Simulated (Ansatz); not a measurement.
Reaction (isomerisation): `C[C@H]1N[Si@H]1C` → `CC([SiH3])C=N`

Gas-phase electronic energies from Ansatz, PBE0-D4/def2-TZVP geometries. CBS: MP2 limit from def2 TZ/QZ plus the TZ coupled-cluster correction, frozen cores. Functionals use def2-TZVPP. B3LYP here is the variant with VWN-RPA as its local correlation; programs differ in this. Each species was taken in one conformer, which may not be the lowest.

`C[C@H]1N[Si@H]1C`:

Z-matrix (Å, degrees):
```
C
C 1 1.504
H 1 1.093 2 110.8
H 1 1.092 2 111.2 3 120.3
H 1 1.096 2 111.1 3 -120.1
N 2 1.500 1 115.3 3 -168.0
Si 2 1.835 1 127.2 3 -96.0
H 2 1.092 1 113.1 3 57.5
H 6 1.009 2 116.3 1 -119.2
C 7 1.855 2 125.6 1 -3.2
H 7 1.486 2 117.2 1 152.5
H 10 1.093 7 110.9 2 99.8
H 10 1.093 7 110.6 2 -140.4
H 10 1.091 7 110.2 2 -20.7
```

`CC([SiH3])C=N`:

```xyz
14

C    -0.719    0.434    1.369
C    -0.376    0.053   -0.072
Si    0.705   -1.505   -0.117
C     0.345    1.149   -0.788
N     0.203    1.540   -1.983
H     0.183    0.680    1.936
H    -1.221   -0.385    1.888
H    -1.377    1.306    1.400
H    -1.289   -0.191   -0.629
H     2.017   -1.218    0.521
H     0.027   -2.591    0.641
H     0.922   -1.939   -1.521
H     1.111    1.660   -0.191
H    -0.531    1.005   -2.454
```

```
             level  ΔE (kJ/mol)
           PBE0-D4         36.1
           ωB97X-V         28.1
               PBE         34.0
            r2SCAN         35.4
              PBE0         37.2
             B3LYP         20.8
SCS-MP2/def2-QZVPP         24.0
      HF/CBS(def2)          0.1
```

What does CCSD(T)/CBS give? (Estimate.)

Ansatz gave: +25.6 kJ/mol. The listed levels differ from it by 10.5, 2.5, 8.4, 9.8, 11.6, -4.8, -1.6, -25.5 kJ/mol.

Largest T1 diagnostic among the species: 0.012.

In def2-TZVPP, CCSD(T) changes the Hartree–Fock value by +19.5 kJ/mol (the triples alone add +0.1 kJ/mol) and MP2 by +32.2 kJ/mol. From PBE to PBE0 (25 % exact exchange), in def2-TZVPP and without D4, ΔE moves by +3.1 kJ/mol.
